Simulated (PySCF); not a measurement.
Ta(NH)(F)(OH)2 (FH3NO2Ta), SMILES [NH]=[Ta]([OH])([OH])[F], multiplicity 1.

Coordinates come from a B3LYP-D3(BJ)/def2-SVP optimisation. The spin state was assumed, not searched. The structure was generated by enumeration; whether it is a known compound was not checked. The def2 effective core potentials stand for the cores of Ta; spin–orbit coupling is left out. The values are those of a single conformer.

The numbers are results of PySCF with M06-2X/def2-TZVP, not measurements.

Isolated molecule, no solvent.

Computed frontier levels, gap, dipole moment and polarisability:
```
Item                                                                                                           Result
---------------------------------------------------------------------------------------------  ----------------------
highest occupied level                                                                                       -9.33 eV
lowest empty level                                                                                            0.16 eV
orbital gap                                                                                                   9.49 eV
dipole moment                                                                                                  2.77 D
quadrupole, principal values (traceless, Buckingham form, about the centre of nuclear charge)  -6.86, -1.46, 8.32 D·Å
mean static polarisability                                                                       49.6 bohr³ (7.34 Å³)
polarisability, principal values                                                               43.3, 50.0, 55.4 bohr³
```
